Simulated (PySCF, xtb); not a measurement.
C2H6ClFSi, SMILES CC[Si@@H](F)Cl.

GFN2-xTB run with xtb at its own geometry gives an orbital gap of 6.24 eV and a dipole moment of 2.15 D.

Geometry optimised at PBE0-D3(BJ)/def2-SVP. The structure was generated by enumeration; whether it is a known compound was not checked. The values are those of a single conformer.

Problem. What does PBE/def2-TZVP (PySCF) give? (An estimate is asked for; the answer gives what the named calculation found.)

Solution. gap 7.03 eV (levels -7.37 and -0.34 eV), dipole 2.14 D.
